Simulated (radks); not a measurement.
Results of a calculation; reference values are marked as such.
Pt I, configuration [Xe] 4f14 5d9 6s1 (the NIST ground configuration). Level of theory: Dirac Kohn-Sham, OLYP, spin-unpolarised, spherical densities, finite nucleus; open shells fill j = l - 1/2 first; Fermi nuclear charge, rms radius 5.427 fm (a radial shooting solver on a logarithmic mesh with Libxc functionals).

Spin-orbit splittings of the eigenvalues, e(l+1/2) - e(l-1/2), with zeta = 2 splitting/(2l+1) and mean radii in bohr:

shell  occ.  splitting (eV)  zeta (eV)  <r> j=l-1/2  <r> j=l+1/2
2p        6            1728       1152      0.05907      0.06749
3p        6           380.1      253.4       0.1768       0.1922
3d       10           82.05      32.82       0.1675       0.1723
4p        6           90.66      60.44       0.4177       0.4516
4d       10           16.89      6.755       0.4613       0.4725
4f       14               ?          ?       0.5114       0.5187
5p        6           14.97      9.980        1.034        1.135
5d        9           1.349     0.5396        1.636        1.726

Estimate the 4f splitting.

Answer. 3.475 eV (zeta = 0.9929 eV).
